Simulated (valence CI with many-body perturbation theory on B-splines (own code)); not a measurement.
Values are calculated unless marked as measured or tabulated.
**Hyperfine factors and g values of Ho XXXV**

Method: relativistic CI+MBPT: five valence electrons over a frozen Dirac-Fock core [Ar] 3d10, radial functions for each j: 11 s, 11 p, 10 d, 8 f, 5 g, 2 h, with the one-electron correlation potential Σ1, the two-electron term Σ2, the three-electron term Σ3, Breit, model QED; selected CI, second order for the rest, scaled by the run's own slope (own B-spline code, finite nucleus).

No measured spectrum was set against this ion. As an estimate, large intervals hold to a few tenths of a per cent, small ones and those within an open d or f shell to about a per cent. Among the levels kept, up to 2100 cm⁻¹ of a level comes from second order outside the variational space, and about a tenth of that is noise between levels of different J, which matters for small intervals.

A/g_I is the dipole constant over the nuclear g factor μ/I (μ in nuclear magnetons, uniformly magnetised nucleus), B/Q the quadrupole constant per barn. Both hold the static response of the core; the bare values leave it out. Large factors of s and p1/2 electrons are usually good to 5 to 10 %; those of open d and f shells near neutrality can be off by tens of per cent, and small factors of p3/2, d and f electrons come from cancelling terms and can be off by a factor of two or in sign, in half-filled shells by more. B is blank for J = 1/2, where it vanishes, and for nearly pure S terms. Energies count from the lowest level.

Levels are named by their leading jj configuration (3d3/2^4 stands for four electrons in 3d with j = 3/2), which in mixed levels can hold well under half, so a name can repeat and another be missing. Letters in brackets count levels of one name in rising energy.

| Level | E (eV) | g | A/g_I (MHz) | A/g_I bare | B/Q (MHz/b) | B/Q bare |
| --- | --- | --- | --- | --- | --- | --- |
| (4s^2 4p1/2^2 4p3/2) J=3/2 | 0.00 | 1.386 | 35700 | 34100 | 66300 | 63900 |
| (4s^2 4p1/2 4p3/2^2) J=3/2 | 50.34 | 1.446 | -11300 | -11200 | 12000 | 11600 |
| (4s^2 4p1/2 4p3/2^2) J=5/2 | 55.04 | 1.197 | 87600 | 84300 | -219 | -200 |
| (4s^2 4p1/2 4p3/2^2) J=1/2 | 60.93 | 0.661 | 287000 | 277000 |  |  |
| (4s^2 4p3/2^3) J=3/2 | 112.07 | 1.293 | 38900 | 37300 | -78400 | -75500 |
| (4s^2 4p1/2^2 4d3/2) J=3/2 | 128.12 | 0.838 | 3280 | 3690 | 909 | 1070 |
| (4s 4p1/2^2 4p3/2^2) J=5/2 | 128.64 | 1.486 | 188000 | 181000 | 15800 | 15300 |
| (4s 4p1/2^2 4p3/2^2) J=1/2 | 143.48 | 2.173 | 838000 | 808000 |  |  |
| (4s 4p1/2^2 4p3/2^2) J=3/2 | 146.33 | 1.130 | -94800 | -91300 | -15100 | -14600 |
| (4s^2 4p1/2^2 4d5/2) J=5/2 | 148.31 | 1.206 | 23800 | 23400 | 21500 | 20900 |
| (4s^2 4p1/2 4p3/2 4d3/2) J=3/2 [a] | 178.14 | 1.009 | 53300 | 51700 | -48800 | -47000 |
| (4s^2 4p1/2 4p3/2 4d3/2) J=5/2 [a] | 178.96 | 0.991 | 75800 | 73300 | -14300 | -13600 |
| (4s^2 4p1/2 4p3/2 4d3/2) J=1/2 [a] | 179.16 | 0.294 | 80900 | 79200 |  |  |
| (4s 4p1/2 4p3/2^3) J=3/2 | 181.42 | 1.447 | 148000 | 143000 | -41500 | -40000 |
| (4s^2 4p1/2 4p3/2 4d3/2) J=7/2 | 183.77 | 1.065 | 63200 | 61200 | 60100 | 58100 |
| (4s 4p1/2 4p3/2^3) J=5/2 | 186.99 | 1.210 | 181000 | 175000 | -79700 | -76700 |
| (4s^2 4p1/2 4p3/2 4d5/2) J=7/2 [a] | 190.93 | 1.311 | -10900 | -10300 | 78800 | 76100 |
| (4s^2 4p1/2 4p3/2 4d3/2) J=1/2 [b] | 194.72 | 1.334 | 35800 | 33800 |  |  |
| (4s^2 4p1/2 4p3/2 4d3/2) J=5/2 [b] | 195.74 | 1.261 | 10200 | 10100 | 43400 | 41900 |
| (4s^2 4p1/2 4p3/2 4d5/2) J=9/2 | 196.01 | 1.203 | 47600 | 46100 | 64100 | 62000 |
| (4s^2 4p1/2 4p3/2 4d3/2) J=3/2 [b] | 196.34 | 1.194 | -2040 | -1980 | 12200 | 11700 |
| (4s^2 4p1/2 4p3/2 4d5/2) J=3/2 [a] | 199.34 | 1.147 | -25800 | -24500 | -36200 | -34800 |
| (4s^2 4p1/2 4p3/2 4d3/2) J=1/2 [c] | 202.66 | 1.868 | -84200 | -80600 |  |  |
| (4s^2 4p1/2 4p3/2 4d5/2) J=5/2 [a] | 204.46 | 1.172 | 89200 | 86300 | -42700 | -41100 |
| (4s^2 4p1/2 4p3/2 4d5/2) J=7/2 [b] | 206.78 | 1.093 | 54100 | 52400 | 18700 | 18200 |
| (4s^2 4p1/2 4p3/2 4d5/2) J=3/2 [b] | 207.58 | 1.350 | 82500 | 79900 | -18100 | -17400 |
| (4s^2 4p1/2 4p3/2 4d5/2) J=5/2 [b] | 210.04 | 1.213 | 17500 | 17100 | 10700 | 10400 |
| (4s^2 4p1/2 4p3/2 4d5/2) J=3/2 [c] | 212.37 | 0.891 | 69500 | 67400 | 19500 | 18900 |
| (4s^2 4p1/2 4p3/2 4d5/2) J=1/2 | 216.37 | 1.055 | -104000 | -99700 |  |  |
| (4s 4p3/2^4) J=1/2 [a] | 243.68 | 1.774 | 374000 | 362000 |  |  |
| (4s^2 4p3/2^2 4d3/2) J=1/2 | 246.41 | 1.080 | 24800 | 22900 |  |  |
| (4s^2 4p3/2^2 4d3/2) J=3/2 [a] | 246.47 | 1.169 | 26900 | 25900 | -30600 | -29600 |
| (4s^2 4p3/2^2 4d3/2) J=5/2 | 247.18 | 1.205 | 39200 | 38000 | -9650 | -9350 |
| (4s^2 4p3/2^2 4d5/2) J=7/2 | 247.26 | 1.272 | 21400 | 20900 | 14900 | 14400 |
| (4s^2 4p3/2^2 4d5/2) J=9/2 | 249.02 | 1.235 | 21700 | 21100 | 40600 | 39300 |
| (4s^2 4p3/2^2 4d3/2) J=7/2 | 250.70 | 1.083 | 29500 | 28600 | 4710 | 4830 |
| (4s^2 4p3/2^2 4d3/2) J=3/2 [b] | 256.18 | 0.925 | 19300 | 19200 | 26600 | 25800 |
| (4s 4p1/2^2 4p3/2 4d3/2) J=5/2 [a] | 257.38 | 1.319 | 138000 | 134000 | 19400 | 18700 |
| (4s 4p1/2^2 4p3/2 4d3/2) J=3/2 [a] | 257.95 | 1.405 | 130000 | 125000 | -4650 | -4590 |
| (4s 4p1/2^2 4p3/2 4d3/2) J=1/2 [a] | 257.95 | 2.641 | 478000 | 461000 |  |  |
